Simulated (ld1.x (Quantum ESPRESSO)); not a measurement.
An all-electron radial function and its pseudo partner (beryllium (Be))

Columns: radius, all-electron u(r) and pseudo u(r) of the 2p shell (level -2.02 eV) of beryllium in the configuration 1s2 2s2 2p0; PBE, scalar-relativistic, TM semilocal scheme, ld1.x (Quantum ESPRESSO) 7.5.

```tsv
r (bohr)	all-electron	pseudo
0.210	0.0454	0.0148
0.420	0.1301	0.0577
0.630	0.2182	0.1235
0.840	0.2975	0.2049
1.050	0.3640	0.2927
1.260	0.4194	0.3773
1.470	0.4639	0.4508
1.680	0.4964	0.5074
1.890	0.5178	0.5446
2.100	0.5293	0.5630
2.310	0.5324	0.5656
2.520	0.5286	0.5562
2.730	0.5192	0.5392
2.940	0.5055	0.5180
3.150	0.4887	0.4952
3.360	0.4695	0.4723
3.570	0.4490	0.4498
3.780	0.4276	0.4278
3.990	0.4060	0.4060
4.200	0.3844	0.3844
4.410	0.3631	0.3631
4.620	0.3423	0.3423
4.830	0.3221	0.3221
5.040	0.3026	0.3026
5.250	0.2838	0.2838
5.460	0.2658	0.2658
```

Question: How many radial nodes do the two functions have?

Answer: The all-electron 2p function has n − l − 1 = 0; the pseudo-wave has 0.

Question: At about which radius was the pseudo-wave matched?

Answer: 4.20 bohr. The columns agree to 0.0005 from 3.78 bohr on; several derivatives are matched, so the curves merge somewhat inside the radius.

Question: Is the pseudo-wave norm-conserving?

Answer: Yes: the TM semilocal scheme keeps the norm inside the radius equal to the all-electron one, which fixes the energy derivative of the logarithmic derivative at the level.
